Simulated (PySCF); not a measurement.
Cl2Sb (SMILES [Cl][Sb+][Cl]), charge +1, singlet, at a GFN2-xTB geometry (core potentials on Sb).

Here is a job for PySCF.
```python
from pyscf import gto, scf, dft

mol = gto.M(
    atom='''
Sb    0.377501   -0.020336    0.458054
Cl    0.770668    0.353973   -1.774531
Cl   -1.903172   -0.292964    0.400369
''',
    basis='def2-svpd',
    ecp={'Sb': 'def2-svpd'},
    charge=1,
    spin=0,
    verbose=4,
)

mf = dft.RKS(mol)
mf.xc = 'tpss'
mf = mf.density_fit(auxbasis='def2-universal-jkfit')
mf.kernel()
```

### Question
What does this run give for the number of basis functions, nuclear repulsion energy?

### Answer

| Property | Result |
|---|---|
| number of basis functions | 86 |
| nuclear repulsion energy | 223.7148 Eh |
